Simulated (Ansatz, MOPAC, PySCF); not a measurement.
Species: SbF$_{2}$ (charge 0, doublet). SMILES: [F][Sb][F]
Structure (B3LYP-D3(BJ)/def2-TZVP (Ansatz, an electronic-structure program) minimum search):
```
Sb
F 1 1.9207
F 1 1.9207 2 95.32
```
Charge 0, spin multiplicity 2.

Wanted: vertical ionisation energy to the singlet, in eV. Terms: no dispersion term unless named; def2 sets with scalar-relativistic core potentials past Kr; open shells spin-unrestricted; six Cartesian d functions in 6-31G* and its kin unless marked 5d; each state is the SCF solution reached for its charge and spin; spin-orbit terms left out; LANL2DZ with its own core potentials from Na on. Ab initio and DFT rows: single points at B3LYP-D3(BJ) geometries (Ansatz). Semi-empirical rows: differences of heats of formation at the shared geometry for vertical values.

| species | coefficient | E at B3LYP/6-31G* with LANL2DZ past Ar (Ansatz), Eh | E at M06-2X/def2-TZVPD (PySCF), Eh | heat of formation at PM6 (MOPAC), kcal/mol |
|---|---|---|---|---|
| charge 1, singlet | +1 | -204.77973 | -439.60354 | 130.06 |
| charge 0, doublet | -1 | -205.09698 | -439.93284 | -96.72 |

 1 Eh = 27.2114 eV and 1 eV = 23.0605 kcal/mol.

Question: Compute it at each level from the table.

Answer: 
- B3LYP/6-31G* with LANL2DZ past Ar: the sum of coefficient times E is 0.31725 Eh, or 8.633 eV. Result: 8.63 eV.
- M06-2X/def2-TZVPD: the sum of coefficient times E is 0.32930 Eh, or 8.961 eV. Result: 8.96 eV.
- PM6: the sum of coefficient times heat of formation is 226.78 kcal/mol, or 9.83 eV.
